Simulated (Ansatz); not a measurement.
C$_{2}$H$_{5}$FGe, SMILES `C=[C](F)[GeH3]`. Total charge 0; spin multiplicity 1. The geometry is a stationary point of PBE0-D4/def2-TZVP.

```xyz
9

C     1.355   -0.663   -0.561
C     0.045   -0.576   -0.413
F    -0.752   -1.490   -1.010
Ge   -0.930    0.772    0.611
H     1.807   -1.452   -1.152
H     1.999    0.065   -0.086
H    -1.880    1.532   -0.325
H    -1.745    0.082    1.714
H     0.102    1.728    1.222
```

(1) What is the dipole moment at ωB97M-V/def2-TZVPP? (Best estimate.)

(2) And with PBE, r2SCAN, B3LYP? (An estimate is asked.)

(3) Give the Mulliken charges with ωB97M-V, B3LYP, PBE in def2-TZVPP. (Estimate.)

Answers

(1) The calculation gave: 1.32 D, with components (0.76, 0.90, 0.59) D in this frame, pointing from negative to positive charge.

(2) Computed: PBE 1.14 D, r2SCAN 1.22 D, B3LYP 1.30 D.

(3) The calculation gave: 
```tsv
atom	ωB97M-V	B3LYP	PBE
C1	-0.21	-0.23	-0.21
C2	0.08	0.13	0.12
F3	-0.20	-0.21	-0.16
Ge4	0.05	0.09	0.07
H5	0.11	0.11	0.10
H6	0.10	0.10	0.09
H7	0.02	0.00	0.00
H8	0.02	0.00	0.00
H9	0.02	0.00	0.00
```

B3LYP here is the variant with VWN-RPA as its local correlation; programs differ in this.
